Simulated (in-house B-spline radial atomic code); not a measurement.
Configurations of Eu VI (Eu5+), with energies counted from [Kr] 4d10 4f5 5s2 5p5. Level of theory: scalar-relativistic (X2C) TPSSh, spin-polarised, spherical fractional occupations, exact exchange averaged over the configuration, Fermi nucleus of rms radius 5.1115 fm; calculated with a radial B-spline atomic code at the basis-set limit. Shells without spins written out take the highest spin.

Occupations are held fixed; configurations that lie above the ionisation limit could autoionise.

```
            configuration  E - E(ref) (eV)  highest orbital  its <r> (bohr)
                 [Xe] 4f4          -7.1795            4f up           0.775
[Kr] 4d10 4f4 5s2 5p5 6s1           33.605            6s up           2.635
 [Kr] 4d9 4f5 5s2 5p5 5d1            153.9            5d up           1.776
 [Kr] 4d9 4f5 5s2 5p5 6d1           182.44            6d up           3.671
```

Q: Order these further configurations by energy, lowest first.
A. [Kr] 4d10 4f4 5s2 5p5 5d1
B. [Kr] 4d10 4f5 5s2 5p4 6d1
C. [Kr] 4d9 4f5 5s2 5p5 6s1
D. [Kr] 4d10 4f5 5s2 5p4 5d1

A: A (22.749 eV), D (27.541 eV), B (55.331 eV), C (164.89 eV).

Q: Is the reference the lowest configuration at this level of theory?

A: No: [Xe] 4f4 lies 7.18 eV lower with this functional.
